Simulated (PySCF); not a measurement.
C8H8O2, SMILES C(=O)(c1ccc(O)cc1)C, singlet (GFN2-xTB optimised geometry):

```
18

C     -2.509    -1.909    -0.010
C     -0.999    -1.926    -0.001
O     -0.380    -2.968     0.004
C     -0.308    -0.616     0.000
C     -0.974     0.612     0.001
C     -0.268     1.794     0.001
C      1.127     1.781     0.000
O      1.778     2.968     0.000
C      1.801     0.563     0.000
C      1.088    -0.616     0.000
H     -2.877    -2.932    -0.015
H     -2.874    -1.391    -0.894
H     -2.883    -1.398     0.875
H     -2.051     0.653     0.002
H     -0.773     2.747     0.002
H      2.733     2.825    -0.001
H      2.883     0.548     0.000
H      1.598    -1.567     0.000
```

Computed with CAM-B3LYP/def2-SVP (PySCF 2.14.0).

What are the frontier orbital energies and the dipole moment?

HOMO-2 -8.91 eV, HOMO-1 -8.51 eV, HOMO -7.92 eV, LUMO -0.08 eV, LUMO+1 0.81 eV; dipole moment 2.55 D.

On the same geometry PBE/def2-SVP (PySCF) gives HOMO-2 -6.61 eV, HOMO-1 -5.73 eV, HOMO -5.32 eV, LUMO -2.07 eV, LUMO+1 -1.26 eV; dipole moment 2.82 D.

Meta-Löwdin charges at CAM-B3LYP/def2-SVP: C1 -0.33, C2 0.37, O3 -0.42, C4 -0.07, C5 -0.08, C6 -0.15, C7 0.24, O8 -0.44, C9 -0.17, C10 -0.06, H11 0.12, H12 0.11, H13 0.11, H14 0.11, H15 0.11, H16 0.33, H17 0.10, H18 0.12.
